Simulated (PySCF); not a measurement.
# Structure revision by computed shifts

A compound C₅H₅F₃O₂ gives the data below (simulated from a calculation) and was assigned the structure `C[C@@H]1OC(=O)[C@H]1C(F)(F)F`.

¹³C{¹H} NMR (computed): δ 131.1 (C), 70.8 (CH), 57.0 (C), 22.3 (CH2), 10.3 (CH).

¹H NMR (400 MHz, computed): δ 3.16 (m, 1H), 2.26 (m, 1H), 1.94 (m, 1H), 1.82 (br s, 1H), 0.48 (m, 1H).

PySCF calculation with σ from GIAO-PBE0/pcSseg-1 and geometry: GFN2-xTB; no solvent, no relativistic terms, fast rotation and ring inversion assumed for equivalent nuclei, single conformer.

Scale: TMS for ¹H (σref 31.72), ¹³C (σref 186.93) (reference shieldings calculated alike).

Q: Compare with the shifts computed for the proposed structure, pairing carbons in order of shift.

A: Numbering as in the mapped SMILES `[CH3:1][C@@H:2]1[O:3][C:4](=[O:5])[C@H:6]1[C:7]([F:8])([F:9])[F:10]` (H(Xn): hydrogen on atom n).

| atom | computed for proposal | given list | difference |
| --- | --- | --- | --- |
| C4 | 163.7 | 131.1 | +32.6 |
| C7 | 132.5 | 70.8 | +61.7 |
| C2 | 70.1 | 57.0 | +13.1 |
| C6 | 66.2 | 22.3 | +43.9 |
| C1 | 22.1 | 10.3 | +11.8 |

The rms difference is 37.7 ppm and the largest +61.7 ppm at C7 (CF3 carbon). The carbon types in order of shift don't match either: C, C, CH, CH, CH3 for the proposal against C, CH, C, CH2, CH in the data. The proposal doesn't fit.

Q: Which isomer fits?

A: `O[C@@]12C[C@@H]1[C@H]2OC(F)(F)F`.

Carbon types of the structure: 2 × C, 2 × CH, 1 × CH2, leaving 1 H on heteroatoms. δC 131.1: CF3 carbon; 4 electronegative neighbours deshield it. δC 70.8, 57.0, 22.3, 10.3: three-membered-ring carbon. δH 3.16, 2.26, 1.94, 0.48: hydrogen on a three-membered-ring carbon. δH 1.82: hydrogen on an alcohol oxygen; labile proton, position sensitive to the medium.

Other isomers checked: FC(F)(F)O/C=C/[C@H]1CO1 (rms 44.4 ppm).

This is the structure that produced the data.

OH/NH shifts are gas-phase values; hydrogen bonding in solution moves them, usually downfield. Splittings by ¹⁹F in the carbon and heteronuclear signals aren't shown, as no couplings were computed. Shifts are as computed. Against solution values, carbons near 30 ppm lie about +3 ppm off and those near 130 ppm about +5 ppm. Of 1211 compounds with measured shifts, 218 miss one by over three times the rms of a fit or turn the order of signals round; such compounds aren't used in these exercises. Multiplicities follow the n + 1 count of equivalent neighbours, as no J values were calculated; m marks all less simple cases, F and P coupling included.
